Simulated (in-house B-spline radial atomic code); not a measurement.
Re3+: [He] 2s2 (2p1/2)2 (2p3/2)3 3s2 3p6 3d10 4s2 4p6 4d10 4f14 5s2 5p6 5d5 (with a hole in an inner shell)

Level of theory: Dirac-Kohn-Sham LDA VWN5, spherical fractional occupations, Fermi nucleus of rms radius 5.3698 fm; calculated with an all-electron radial atomic-structure program (B-spline basis).

Screening seen three ways: the hydrogenic charge with the same mean radius, Z_r = [3n² - l(l+1)]/(2<r>), the one with the same energy, Z_e = n√(-2ε), and Slater's rules. Values are occupation-weighted means over j. An effective charge above Z reflects the relativistic contraction of the inner shells.

| shell | electrons | ε (eV) | <r> (bohr) | Z_r | Z_e | Slater |
| --- | --- | --- | --- | --- | --- | --- |
| 1s | 2 | -71828 | 0.01805 | 83.12 | 72.66 | 74.70 |
| 2s | 2 | -12617 | 0.07533 | 79.65 | 60.91 | 71.20 |
| 2p | 5 | -11247 | 0.06696 | 74.68 | 57.50 | 71.20 |
| 3s | 2 | -2968 | 0.1954 | 69.08 | 44.31 | 64.60 |
| 3p | 6 | -2525.5 | 0.1949 | 64.15 | 40.87 | 64.60 |
| 3d | 10 | -1987.5 | 0.1765 | 59.49 | 36.26 | 54.85 |
| 4s | 2 | -648.79 | 0.4359 | 55.06 | 27.62 | 48.25 |
| 4p | 6 | -500.44 | 0.461 | 49.90 | 24.26 | 48.25 |
| 4d | 10 | -303.42 | 0.4897 | 42.88 | 18.89 | 36.85 |
| 5s | 2 | -120.41 | 1.013 | 37.03 | 14.87 | 18.35 |
| 4f | 14 | -84.319 | 0.5541 | 32.48 | 9.96 | 25.45 |
| 5p | 6 | -81.575 | 1.163 | 31.40 | 12.24 | 18.35 |
| 5d | 5 | -35.387 | 1.608 | 21.46 | 8.06 | 6.60 |

The least bound orbital is 5d5/2 at -34.88 eV, and it is also the most diffuse (<r> = 1.626 bohr). The part-filled 2p shell lies below the filled 5p shell in orbital energy.

For the 1s electron the small component carries 8.01 % of the norm, the zero-frequency Breit interaction raises the level by 249.4 eV, self-energy by 159.6 eV, and vacuum polarisation lowers it by 30.63 eV.
